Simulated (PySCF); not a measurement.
Sn(H)2(NH2)2 (H6N2Sn), SMILES [NH2][SnH2][NH2]. Atoms are numbered in the order given.

```xyz
9

Sn    -0.0296     0.2846     0.0493
N      1.7684    -0.5687    -0.3937
N     -1.4790    -1.1593     0.1600
H      0.0565     0.9522     1.6224
H     -0.2868     1.4629    -1.1778
H      1.9240    -1.4391     0.1122
H      1.8811    -0.7708    -1.3853
H     -2.2711    -0.8902     0.7411
H     -1.8497    -1.4495    -0.7429
```

Geometry optimised at PBE0-D3(BJ)/def2-SVP. The def2 effective core potentials stand for the cores of Sn; spin–orbit coupling is left out. The values are those of a single conformer.

The numbers are results of B3LYP/def2-TZVPD run with PySCF, not measurements.

Mulliken values depend strongly on the basis, most of all with diffuse functions as here. ESP charges are fitted to the potential on shells at 1.4 to 2.0 van der Waals radii. Atomic charges (e):

| atom | ESP fit | Mulliken |
|---|---|---|
| Sn1 | (withheld) | 0.80 |
| N2 | (withheld) | -0.72 |
| N3 | (withheld) | -0.70 |
| H4 | (withheld) | -0.11 |
| H5 | (withheld) | -0.11 |
| H6 | (withheld) | 0.22 |
| H7 | (withheld) | 0.21 |
| H8 | (withheld) | 0.21 |
| H9 | (withheld) | 0.21 |

Q: Fill in the missing entries. (An estimate is asked for; the answer gives what the named calculation found.)

A: 
- Sn1, ESP fit: 0.86
- N2, ESP fit: -0.98
- N3, ESP fit: -0.92
- H4, ESP fit: -0.12
- H5, ESP fit: -0.17
- H6, ESP fit: 0.36
- H7, ESP fit: 0.35
- H8, ESP fit: 0.31
- H9, ESP fit: 0.31
